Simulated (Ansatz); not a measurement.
C$_{2}$H$_{4}$B$_{2}$ClF (`FB1CB(Cl)C1`), relaxed with RKS PBE-D4/def2-SVP in Ansatz 0.2.0 from a rough embedded geometry. The force threshold is 0.03 eV/Å; the program also tests the step.

Charge 0, multiplicity 1.

Start:

```xyz
10

F     2.074   -1.677    0.064
B     0.962   -0.780   -0.007
C    -0.464   -0.690   -0.678
B    -0.922    0.761    0.021
Cl   -2.288    1.898   -0.020
C     0.563    0.623    0.621
H    -1.173   -1.485   -0.280
H    -0.474   -0.606   -1.753
H     0.495    0.539    1.747
H     1.227    1.417    0.285
```

```tsv
step	energy (eV)	largest force (eV/Å)	largest move (Å)
1	-18710.7311	3.134	0.000
2	-18712.4047	1.261	0.195
3	-18712.5009	0.585	0.059
4	-18712.5178	0.224	0.038
5	-18712.5231	0.047	0.016
6	-18712.5247	0.064	0.053
7	-18712.5282	0.391	0.195
8	-18712.5334	0.245	0.010
9	-18712.5680	0.400	0.194
10	-18712.6015	0.735	0.195
11	-18712.6844	0.219	0.200
12	-18712.7063	0.356	0.193
13	-18712.7124	0.198	0.053
14	-18712.7156	0.241	0.051
15	-18712.7196	0.073	0.025
16	-18712.7199	0.023	0.010
```

End:

```xyz
10

F     2.014   -0.871   -0.772
B     0.868   -0.539   -0.169
C    -0.625   -0.845   -0.599
B    -0.678    0.658   -0.106
Cl   -1.552    2.031   -0.769
C     0.571    0.623    0.865
H    -1.075   -1.448    0.224
H    -0.964   -1.217   -1.580
H     0.213    0.133    1.801
H     1.229    1.475    1.105
```

It took 27 s on 4 threads of a server CPU on a shared host, with 0.18 GiB of host memory at the peak.
